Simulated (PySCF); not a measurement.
## Radial density of Sc (scandium, neutral)

LDA, [Ar] 3d1 4s2, 2D determinant. Computed with PySCF 2.14 in cc-pVDZ (6s5p3d1f, 43 functions), with the non-relativistic Hamiltonian (point nucleus).

```json
{"r (bohr)": "0.00131", "4πr²ρ (e/bohr)": "0.1258", "4πr²(ρα − ρβ)": "0.0000"}
{"r (bohr)": "0.00220", "4πr²ρ (e/bohr)": "0.3428", "4πr²(ρα − ρβ)": "0.0000"}
{"r (bohr)": "0.00370", "4πr²ρ (e/bohr)": "0.9108", "4πr²(ρα − ρβ)": "0.0000"}
{"r (bohr)": "0.00622", "4πr²ρ (e/bohr)": "2.318", "4πr²(ρα − ρβ)": "0.0001"}
{"r (bohr)": "0.0105", "4πr²ρ (e/bohr)": "5.489", "4πr²(ρα − ρβ)": "0.0002"}
{"r (bohr)": "0.0176", "4πr²ρ (e/bohr)": "11.52", "4πr²(ρα − ρβ)": "0.0003"}
{"r (bohr)": "0.0296", "4πr²ρ (e/bohr)": "19.81", "4πr²(ρα − ρβ)": "0.0005"}
{"r (bohr)": "0.0498", "4πr²ρ (e/bohr)": "24.74", "4πr²(ρα − ρβ)": "0.0004"}
{"r (bohr)": "0.0838", "4πr²ρ (e/bohr)": "20.65", "4πr²(ρα − ρβ)": "0.0000"}
{"r (bohr)": "0.141", "4πr²ρ (e/bohr)": "19.28", "4πr²(ρα − ρβ)": "0.0022"}
{"r (bohr)": "0.237", "4πr²ρ (e/bohr)": "26.29", "4πr²(ρα − ρβ)": "0.0204"}
{"r (bohr)": "0.399", "4πr²ρ (e/bohr)": "14.95", "4πr²(ρα − ρβ)": "0.1059"}
{"r (bohr)": "0.671", "4πr²ρ (e/bohr)": "7.102", "4πr²(ρα − ρβ)": "0.3291"}
{"r (bohr)": "1.13", "4πr²ρ (e/bohr)": "8.073", "4πr²(ρα − ρβ)": "0.4903"}
{"r (bohr)": "1.90", "4πr²ρ (e/bohr)": "2.137", "4πr²(ρα − ρβ)": "0.3458"}
{"r (bohr)": "3.19", "4πr²ρ (e/bohr)": "0.7743", "4πr²(ρα − ρβ)": "0.1215"}
{"r (bohr)": "5.37", "4πr²ρ (e/bohr)": "0.2179", "4πr²(ρα − ρβ)": "0.0122"}
{"r (bohr)": "9.03", "4πr²ρ (e/bohr)": "0.008562", "4πr²(ρα − ρβ)": "0.0000"}
```

⟨S²⟩ = 0.97 against 0.75 shows spin contamination.
